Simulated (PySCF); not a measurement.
SnF3Br, SMILES [Br][Sn]([F])([F])[F].

Geometry optimised at B3LYP-D3(BJ)/def2-SVP. The structure was generated by enumeration; whether it is a known compound was not checked. The def2 effective core potentials stand for the cores of Sn; spin–orbit coupling is left out.

Two levels are set side by side: TDA-PBE/def2-SVPD (PySCF) and TDA-B3LYP/def2-SVPD (PySCF). Vertical, same geometry. The lowest singlet is HOMO→LUMO 99 % with PBE and HOMO→LUMO 99 % with the other functional; states are paired by order. Differences are taken from unrounded values.

```
quantity                               TDA-B3LYP
-------------------------------------  ---------
lowest singlet excitation (eV)              4.28
lowest triplet excitation (TDA) (eV)        3.83
first bright state (f over 0.05) (eV)       6.31
its oscillator strength                     0.20
```

Problem. What does TDA-PBE give, and how far is it from TDA-B3LYP? (Estimate from the structure and the level; the computed values follow.)

Solution. 
| quantity | TDA-PBE | TDA-PBE minus TDA-B3LYP |
|---|---|---|
| lowest singlet excitation (eV) | 3.91 | -0.38 |
| lowest triplet excitation (TDA) (eV) | 3.50 | -0.33 |
| first bright state (f over 0.05) (eV) | 5.51 | -0.79 |
| its oscillator strength | 0.11 | -0.09 |

A lower first singlet is the usual sign of a functional without exact exchange. Differences between two approximate levels are no errors against the true value.

Rough cost on one machine, each run with all the roots and properties that it gave: TDA-B3LYP against TDA-PBE about 2 times.
